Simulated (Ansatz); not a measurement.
```xyz
13

C    -1.119   -1.142    1.687
O     0.044   -1.558    1.007
C     0.522   -0.736    0.063
C     0.038    0.448   -0.331
Si    0.872    1.411   -1.663
H    -1.352   -1.927    2.404
H    -0.949   -0.199    2.216
H    -1.957   -1.018    0.993
H     1.413   -1.169   -0.381
H    -0.857    0.844    0.140
H    -0.033    1.647   -2.823
H     2.063    0.651   -2.131
H     1.316    2.749   -1.181
```

Total charge 0; spin multiplicity 1.

Task: List the CAM-B3LYP/def2-TZVPP orbital energies in eV (Ansatz). (An estimate is asked.)

Result: The calculation gave: Occupied: -1800.60, -523.63, -280.68, -280.37, -278.30, -145.19, -100.52, -100.51, -100.50, -31.76, -23.24, -21.67, -17.88, -16.71, -15.99, -15.04, -14.63, -12.92, -11.70, -11.43, -10.98, -10.87, -10.79, -8.25. Lowest empty: 1.43, 1.82, 2.39, 2.45, 2.82, 2.91, 3.10, 3.58.
